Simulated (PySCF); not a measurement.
HO3S, SMILES O=S(=O)=[OH+], charge +1. Atoms are numbered in the order given.

```xyz
5

O     -1.3700     0.6100     0.0000
S     -0.1007    -0.0845     0.0000
O      0.2544    -1.4806     0.0000
O      1.1927     0.8151     0.0000
H      0.9939     1.7959     0.0000
```
Charge +1, spin multiplicity 1.

Geometry optimised at PBE-D3(BJ)/def2-SVP. The isomer is the one that the SMILES or the coordinates give; other isomers of the formula were not compared.

These are PySCF with PBE/def2-TZVPD values and carry that method's errors.

Mulliken values depend strongly on the basis, most of all with diffuse functions as here. Atomic charges (e):

```json
[
 {"atom": "O1", "meta-Löwdin": "-0.47", "Mulliken": "-0.15"},
 {"atom": "S2", "meta-Löwdin": "1.96", "Mulliken": "1.03"},
 {"atom": "O3", "meta-Löwdin": "-0.45", "Mulliken": "-0.11"},
 {"atom": "O4", "meta-Löwdin": "-0.48", "Mulliken": "-0.19"},
 {"atom": "H5", "meta-Löwdin": "0.44", "Mulliken": "0.41"}
]
```
